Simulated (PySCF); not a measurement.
A GIAO shielding run with PySCF (density fitting, non-relativistic, gas phase) on SMILES CCP(=S)(CC)CC, C₆H₁₅PS:

```
$ OMP_NUM_THREADS=1 python probes_run.py task.json out

{"job": {"kind": "nmr", "xc": "PBE0", "basis": "pcSseg-0", "pop": true}, "charge": 0, "multiplicity": 1}
C      2.874327     0.362085     0.681710
C      1.964266    -0.434425    -0.238543
P      0.421049    -0.987582     0.582824
S      0.719852    -2.061272     2.189714
C     -0.484751    -1.868534    -0.745683
C     -1.840844    -2.386366    -0.295421
C     -0.544112     0.532664     0.933481
C     -0.857805     1.439344    -0.245339
H      3.045009    -0.193257     1.616331
H      2.437011     1.338091     0.943243
H      3.847606     0.550957     0.204781
H      1.697085     0.128618    -1.149087
H      2.456935    -1.365222    -0.564515
H     -0.564243    -1.200831    -1.620512
H      0.176611    -2.702991    -1.031107
H     -2.541743    -1.563775    -0.084297
H     -2.296770    -3.020487    -1.070104
H     -1.731617    -2.981055     0.623976
H      0.029841     1.055820     1.715379
H     -1.458521     0.174812     1.433399
H     -1.418744     2.325577     0.088217
H      0.055718     1.800790    -0.742185
H     -1.473863     0.931053    -1.002816
```

Hardware: 1 thread of an Arm Neoverse V1, shared host. The job also computes population analyses, field gradients.

Problem. How large is the calculation?

Solution. 82 electrons, 110 basis functions and 1047 auxiliary functions.

Problem. How long does it take, and how much memory does it need?

Solution. 15 s of wall time, with 12 SCF cycles and 5 response iterations; peak memory 0.77 GiB. Times on a shared host scatter by some tens of per cent.

Problem. And these other runs on the same molecule and hardware: GIAO shielding at PBE0/aug-cc-pVDZ; GIAO shielding at PBE0/cc-pVDZ; GIAO shielding at PBE0/def2-SVP?

Solution. PBE0/aug-cc-pVDZ: 327 functions, 90 s; PBE0/cc-pVDZ: 195 functions, 38 s; PBE0/def2-SVP: 195 functions, 33 s.
